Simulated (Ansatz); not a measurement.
A nudged elastic band was laid between two geometries of C5H9NSi (16 atoms, charge 0, multiplicity 1).

Theory: Ansatz 0.2.0, UHF/STO-3G.

```
movable images  : 9
climbing image  : yes
spring          : 5.0 eV/Å²
optimiser       : quadratic models (default)
start path      : through a guess of the saddle point
force threshold : 0.05 eV/Å
iteration limit : 60
end points      : relaxed
```

Image 0:

```xyz
16
Properties=species:S:1:pos:R:3
C -0.473 -2.205 -0.923
C -0.212 -1.195 -0.344
C 0.114 0.038 0.333
C 1.058 0.919 -0.163
Si 2.032 0.668 -1.715
N -0.525 0.259 1.625
C -1.984 -0.012 1.661
H -0.705 -3.105 -1.443
H 1.229 1.811 0.426
H 2.929 1.760 -1.877
H 1.165 0.612 -2.843
H 2.780 -0.541 -1.648
H -0.364 1.240 1.897
H -2.162 -1.066 1.460
H -2.351 0.215 2.661
H -2.553 0.579 0.938
```

Image 10:

```xyz
16
Properties=species:S:1:pos:R:3
C -0.177 -1.786 -1.270
C -0.810 -0.996 -0.327
C -0.270 0.233 0.239
C 0.889 0.883 -0.200
Si 2.016 0.396 -1.583
N -1.070 0.869 1.265
C -1.598 0.134 2.373
H -0.511 -2.701 -1.741
H 1.129 1.796 0.329
H 3.005 1.408 -1.726
H 1.304 0.276 -2.810
H 2.667 -0.839 -1.304
H -0.651 1.755 1.566
H -1.790 -1.301 0.026
H -2.217 0.723 3.043
H -1.940 -0.874 2.166
```

(1) Which bonds break or form, and what moves?

(2) Give the energies along the band, and the barrier.

(3) What is the geometry of the highest image?

The band took 20 iterations and roughly 4 core-minutes.

Results:

(1) Bonds broken: C7–H14. Bonds formed: C2–H14.

(2) It converged. The highest image is number 5 of 0 to 10, 2.50 eV above the first end and 1.07 eV above the last; the last end lies 1.43 eV above the first. Beside the main top the profile has a ripple of under 15 meV (maxima at images 2, 5), which may be a very shallow well or noise. Neighbouring images differ by up to 2.1 eV, so the band resolves the path poorly. A vibrational analysis at the climbing image gives one clearly imaginary mode, 2356i cm⁻¹: a first-order saddle point. Limits of this set-up: minimal basis.

```tsv
image	path coordinate (Å)	energy (eV)	C7–H14 (Å)	C2–H14 (Å)
0	0.00	0.00	1.09	2.66
1	0.63	0.02	1.09	2.61
2	1.27	0.17	1.09	2.53
3	1.90	0.16	1.09	2.40
4	2.53	0.36	1.09	2.05
5	3.17	2.50	1.43	1.26
6	3.90	1.69	2.15	1.09
7	4.62	1.50	2.40	1.09
8	5.35	1.46	2.56	1.08
9	6.08	1.44	2.66	1.08
10	6.81	1.43	2.76	1.09
```

(3) 
```xyz
16
Properties=species:S:1:pos:R:3
C -0.306 -1.857 -1.054
C -0.601 -0.962 -0.095
C -0.105 0.359 0.257
C 0.960 1.066 -0.288
Si 2.059 0.478 -1.654
N -0.927 0.921 1.337
C -1.951 -0.066 1.708
H -0.662 -2.843 -1.317
H 1.142 2.041 0.145
H 3.080 1.443 -1.873
H 1.318 0.309 -2.858
H 2.666 -0.764 -1.312
H -0.329 1.143 2.148
H -1.490 -1.055 0.792
H -1.922 -0.419 2.737
H -2.956 0.183 1.371
```

Time of the run: 4.2 min on 1 thread of Intel(R) Xeon(R) 6975P-C (Granite Rapids), on a shared host, peak memory 0.17 GiB.
